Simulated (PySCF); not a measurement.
H6Si2Te, SMILES [SiH3][Te][SiH3]. Coordinates come from a PBE-D3(BJ)/def2-SVP optimisation. The def2 effective core potentials stand for the cores of Te; spin–orbit coupling is left out.

Q: Give the equilibrium geometry at PBE-D3(BJ)/def2-SVP (PySCF confirms it by a frequency run) as bond lengths and angles, and its point group. (Estimate from the structure and the level; the computed values follow.)

A: point group C2v.
Atoms: Te1 Si2 H3 H4 H5 Si6 H7 H8 H9. Bonds (Å): Te1–Si2 2.524, Te1–Si6 2.524, Si2–H3 1.502, Si2–H4 1.504, Si2–H5 1.504, Si6–H7 1.504, Si6–H8 1.504, Si6–H9 1.502. Bond angles (°): Si2–Te1–Si6 90.8, Te1–Si2–H3 106.5, Te1–Si2–H4 110.9, Te1–Si2–H5 110.9, H3–Si2–H4 109.8, H3–Si2–H5 109.8, H4–Si2–H5 108.8, Te1–Si6–H7 110.9, Te1–Si6–H8 110.9, Te1–Si6–H9 106.5, H7–Si6–H8 108.8, H7–Si6–H9 109.8, H8–Si6–H9 109.8.
Charge 0, spin multiplicity 1.
